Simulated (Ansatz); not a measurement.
Gas-phase electronic energies from Ansatz, PBE0-D4/def2-TZVP geometries. CBS: MP2 limit from def2 TZ/QZ plus the TZ coupled-cluster correction, frozen cores. This one scheme is used for every species. DFT in def2-TZVPP. Each species was taken in one conformer, which may not be the lowest.

Reaction (formal exchange of groups at the Al–N bond): `[CH3][Al]([NH2])[Cl]` + `N[SiH](O)F` → `[CH3][Al]([Cl])[SiH](O)F` + `NN`

```
        level  ΔE (eV)
       PBE-D4     3.44
      ωB97M-V     3.85
       B2PLYP     3.86
MP2/CBS(def2)     4.08
```

Problem. What does CCSD(T)/CBS give? (Estimate.)

Solution. The calculation gave: +3.88 eV. The listed levels differ from it by -0.44, -0.03, -0.02, 0.20 eV.

Largest T1 diagnostic among the species: 0.011.

From PBE to PBE0 (25 % exact exchange), in def2-TZVPP and without D4, ΔE moves by +0.15 eV.
